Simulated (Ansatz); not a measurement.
Reaction (formal exchange of groups at a C–Si bond): `F[Si](F)(F)CS` + `[Cl][GeH3]` → `S[CH2][GeH2][Cl]` + `F[SiH](F)F`

Isolated molecules relaxed with PBE0-D4/def2-TZVP in Ansatz; ΔE leaves out vibrations. CCSD(T)/CBS is the MP2 limit (def2-TZVPP, def2-QZVPP) plus CCSD(T) − MP2 in def2-TZVPP, frozen cores. DFT in def2-TZVPP. B3LYP here is the variant with VWN-RPA as its local correlation; programs differ in this. For Ge outer-core shells are correlated without core-valence functions, which leaves a few kJ/mol of doubt a bond. Scalar relativity is left out up to krypton. One conformer a species, not always the lowest.

(1) Is it downhill or uphill in electronic energy at CCSD(T)/CBS, and by how much? (Best estimate.)

(2) What do these levels give: ωB97M-V, B2PLYP, r2SCAN, B3LYP, MP2/def2-TZVPP, SCS-MP2/def2-TZVPP? (Best estimate.)

Largest T1 diagnostic among the species: 0.012.

Results:

(1) Computed: Nearly level: ΔE = -0.3 kJ/mol.

(2) The calculation gave: ωB97M-V 8.5, B2PLYP 4.0, r2SCAN 9.2, B3LYP 8.5, MP2/def2-TZVPP -4.8, SCS-MP2/def2-TZVPP -2.4 kJ/mol.

In def2-TZVPP, CCSD(T) changes the Hartree–Fock value by −10.3 kJ/mol (the triples alone add −1.9 kJ/mol) and MP2 by −16.6 kJ/mol.
